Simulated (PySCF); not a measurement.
CsF, SMILES [F][Cs]. Heavy atoms are numbered as in [Cs:1][F:2].

The structure is a stationary point at B3LYP-D3(BJ)/def2-TZVPD. The def2 effective core potentials stand for the cores of Cs; spin–orbit coupling is left out.

Computed with PBE0/def2-TZVPD in PySCF.

Mulliken values depend strongly on the basis, most of all with diffuse functions as here. ESP charges are fitted to the potential on shells at 1.4 to 2.0 van der Waals radii. Atomic charges (e), one atom of each kind:

```csv
atom,Mulliken,ESP fit
Cs1,0.85,(withheld)
F2,-0.85,(withheld)
```

Task: Complete the blanks. (Estimate from the structure and the level; the computed values follow.)

Result: 
- Cs1, ESP fit: 0.72
- F2, ESP fit: -0.72
